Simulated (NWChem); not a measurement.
CHBrCl₂; SMILES ClC(Cl)Br

Results from NWChem. Pople sets run with spherical d functions. This build's default masses of Se (78.918 u) and Br (79.917 u) are each other's, which moves their modes by up to 0.6 %. Each level has its own optimisation; frequencies are unscaled.

```csv
level,r C–Cl (Å),r Br–C (Å),r C–H (Å),highest harmonic frequency (cm⁻¹),lowest (cm⁻¹),zero-point energy (kcal/mol),dipole (D)
Hartree-Fock/STO-3G,1.818,1.910,1.097,3631,238,14.3,1.87
Hartree-Fock/6-31G*,1.760,1.935,1.071,3410,236,13.3,1.28
PBE/def2-SVP,1.778,1.962,1.102,3100,206,11.6,1.03
PBE0/def2-SVP,1.761,1.938,1.094,3196,218,12.2,1.10
```
